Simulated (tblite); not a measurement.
Compound: C7H9N (charge +1 and doublet state).
Atom-mapped SMILES: `[NH2+:1][C@:2]12[CH:3]=[CH:4][C@H:5]([CH:6]=[CH:7]1)[CH2:8]2` (hydrogens: H9, H10 on N1; H11 on C3; H12 on C4; H13 on C5; H14 on C6; H15 on C7; H16, H17 on C8)
Bond orders are those of one Lewis drawing.

Computed with GFN2-xTB (tblite), gas phase: L-BFGS steps from a force-field or distance-geometry start until the largest atomic force falls under 0.01 eV/Å.

At the end of the run (lengths in Å): C2–C8 1.632, C4–C5 1.515, N1–H9 1.008, C2–C7 1.519, N1–C2 1.371, C4–H12 1.073, N1–H10 1.008, N1–C2–C8 119.2°, C3–C2–C8 94.7°, C2–C3–C4 108.9°, C3–C2–C7 109.5°, N1–C2–C3–C4 164°, C2–C3–C4–C5 -3°, C3–C4–C5–C6 66°, H9–N1–C2–C3 -21°, H16–C8–C2–N1 62°.

Question: These geometries were met on the way; a selection of coordinates is given. Order them by energy above the end point, lowest first.
A. C2–C8 1.535, C4–C5 1.457, N1–H9 1.065, C2–C7 1.483, N1–C2 1.414, C4–H12 1.106, N1–H10 1.032, N1–C2–C8 115.1°, C3–C2–C8 97.9°, C2–C3–C4 106.2°, C3–C2–C7 111.9°, N1–C2–C3–C4 161°, C2–C3–C4–C5 -2°, C3–C4–C5–C6 66°, H9–N1–C2–C3 38°, H16–C8–C2–N1 72°
B. C2–C8 1.593, C4–C5 1.521, N1–H9 1.000, C2–C7 1.562, N1–C2 1.376, C4–H12 1.075, N1–H10 1.003, N1–C2–C8 120.6°, C3–C2–C8 96.7°, C2–C3–C4 109.4°, C3–C2–C7 108.9°, N1–C2–C3–C4 165°, C2–C3–C4–C5 0°, C3–C4–C5–C6 65°, H9–N1–C2–C3 28°, H16–C8–C2–N1 63°
C. C2–C8 1.614, C4–C5 1.515, N1–H9 1.010, C2–C7 1.556, N1–C2 1.377, C4–H12 1.073, N1–H10 1.008, N1–C2–C8 121.1°, C3–C2–C8 97.2°, C2–C3–C4 108.8°, C3–C2–C7 108.4°, N1–C2–C3–C4 166°, C2–C3–C4–C5 0°, C3–C4–C5–C6 65°, H9–N1–C2–C3 11°, H16–C8–C2–N1 59°
D. C2–C8 1.564, C4–C5 1.513, N1–H9 1.013, C2–C7 1.530, N1–C2 1.386, C4–H12 1.070, N1–H10 1.017, N1–C2–C8 118.2°, C3–C2–C8 96.6°, C2–C3–C4 109.2°, C3–C2–C7 109.6°, N1–C2–C3–C4 162°, C2–C3–C4–C5 -1°, C3–C4–C5–C6 66°, H9–N1–C2–C3 35°, H16–C8–C2–N1 69°
E. C2–C8 1.597, C4–C5 1.523, N1–H9 1.015, C2–C7 1.553, N1–C2 1.383, C4–H12 1.075, N1–H10 1.014, N1–C2–C8 121.8°, C3–C2–C8 97.4°, C2–C3–C4 108.2°, C3–C2–C7 109.7°, N1–C2–C3–C4 167°, C2–C3–C4–C5 -1°, C3–C4–C5–C6 65°, H9–N1–C2–C3 21°, H16–C8–C2–N1 59°

Answer: C (0.048 eV), E (0.085 eV), B (0.154 eV), D (0.264 eV), A (0.553 eV).

```
step  E above end (eV)  rms distance from the end, all atoms (Å)  largest force (eV/Å)  rms shift of all bonds from the end (Å)
  13             0.048                                     0.151                 0.193                                    0.012
   6             0.085                                     0.182                 0.318                                    0.013
   3             0.154                                     0.191                 0.707                                    0.015
   1             0.264                                     0.198                 1.006                                    0.018
   0             0.553                                     0.204                 2.984                                    0.035
```

Rows stand in the order of the answer.
